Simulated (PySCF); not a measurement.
# Peak assignment

Structure with atom numbers: `[PH2:1][SiH2:2]/[N:3]=[CH:4]\[n:5]1[cH:6][cH:7][cH:8][cH:9]1` (H(Xn): hydrogen on atom n).

[PySCF 2.14: shieldings: GIAO PBE0/pcSseg-1; GFN2-xTB structure; relativity neglected; one averaged value for each set of equivalent atoms; isolated molecule; one computed conformer]

Scale: ¹³C, ¹H against TMS (reference shieldings calculated alike).

(1) Assign these signals to the numbered atoms. ¹³C{¹H} NMR (computed): δ 150.7, 124.2, 120.0.

(2) Assign these signals to the numbered atoms. ¹H NMR (400 MHz, computed): δ 8.28 (m, 1H), 7.11 (m, 2H), 6.65 (m, 2H), 5.83 (m, 2H), 1.09 (m, 2H).

## Answers

(1) 
150.7 → C4, C=N carbon
124.2 → C6/C9, aromatic CH next to a ring nitrogen
120.0 → C7/C8, aromatic CH

(2) 
| δ (ppm) | atoms | environment | reason |
| --- | --- | --- | --- |
| 8.28 | H(C4) | hydrogen on a C=N carbon | – |
| 7.11 | H(C6)/H(C9) | hydrogen on an aromatic CH next to a ring nitrogen | the ring current deshields protons in the ring plane |
| 6.65 | H(C7)/H(C8) | hydrogen on an aromatic CH | aromatic region |
| 5.83 | H(Si2) | hydrogen on a silicon bonded to N, P | – |
| 1.09 | H(P1) | hydrogen on a phosphorus bonded to Si | – |

Splittings by ³¹P in the carbon and heteronuclear signals aren't shown, as no couplings were computed. Shifts are as computed. Against solution values, carbons near 30 ppm lie about +3 ppm off and those near 130 ppm about +5 ppm. Of 1309 compounds with measured shifts, 239 miss one by over three times the rms of a fit or turn the order of signals round; such compounds aren't used in these exercises. Multiplicities follow the n + 1 count of equivalent neighbours, as no J values were calculated; m marks all less simple cases, F and P coupling included.
